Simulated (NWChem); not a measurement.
# C3H3BF2; SMILES C#CCB(F)F

```xyz
9

C      0.3066     2.6903     0.0000
C     -0.2580     1.6197     0.0000
C     -0.9244     0.3298     0.0000
B      0.0152    -0.9309     0.0000
F     -0.5216    -2.1373     0.0000
F      1.3269    -0.8587     0.0000
H      0.8076     3.6406     0.0000
H     -1.5953     0.2347     0.8741
H     -1.5953     0.2347    -0.8741
```
Atoms are numbered in this order, from 1.

Computed with NWChem. Pople sets run with spherical d functions. All runs use the structure optimised with PBE0/def2-SVP. Atomic charges in e: unrestrained fits to the electrostatic potential beside Mulliken populations; buried atoms are poorly determined by the fit.

For level B3LYP/def2-SVP:

```
Property     Result
-----------  ------
Mulliken C2    0.29
Mulliken C3   -0.01
ESP B4         0.72
Mulliken B4    0.20
Mulliken F5   -0.09
```

Problem. How do the values read with level Hartree-Fock/6-31G* instead?

Solution. 
- Mulliken C2: 0.13
- Mulliken C3: -0.68
- ESP B4: 0.87
- Mulliken B4: 1.00
- Mulliken F5: -0.38
